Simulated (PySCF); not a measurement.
PySCF job for C4HCl2F, SMILES C#CC(=C(Cl)Cl)F, PBE0/pcSseg-1. The structure is a stationary point at PBE0-D3(BJ)/def2-SVP. The structure was generated by enumeration, and PubChem lists no compound with its InChIKey, so it may never have been made.

```python
import numpy as np
from pyscf import gto, scf, dft
from pyscf.prop.nmr import rks as nmr

mol = gto.M(
    atom='''
    C    -0.15735187    3.12612815    0.00000000
    C     0.21846809    1.97316596    0.00000000
    C     0.68586438    0.63641788    0.00000000
    F     2.00472934    0.47370889    0.00000000
    C    -0.11017462   -0.45591429    0.00000000
    Cl   -1.81430952   -0.32986532    0.00000000
    Cl    0.55740440   -2.02828488    0.00000000
    H    -0.49601286    4.14638722    0.00000000
    ''',
    basis='pcSseg-1',
    charge=0,
    spin=0,
    max_memory=1600,
    verbose=3,
)
mf = dft.RKS(mol, xc='pbe0')
mf.grids.level = 3
mf.conv_tol = 1e-10
mf.max_cycle = 100
mf.kernel()
n = nmr.NMR(mf)
n.verbose = 2
n.max_cycle_cphf = 60
sigma = n.kernel()
print('atom   isotropic/ppm   span/ppm')
for i, s in enumerate(sigma):
    w = np.linalg.eigvalsh((s + s.T) / 2)
    print(f'{mol.atom_symbol(i):2s}{i + 1:3d} {w.mean():14.3f} {w[2] - w[0]:11.3f}')
```

It prints:

```
converged SCF energy = -1172.51006188363
atom   isotropic/ppm   span/ppm
C   1         82.683     162.778
C   2        110.357     287.898
C   3         37.040     133.089
F   4        282.873     106.807
C   5         44.986     107.736
Cl  6        667.335     415.259
Cl  7        647.414     370.581
H   8         27.335      10.324
```

The calculation finished and met its thresholds.
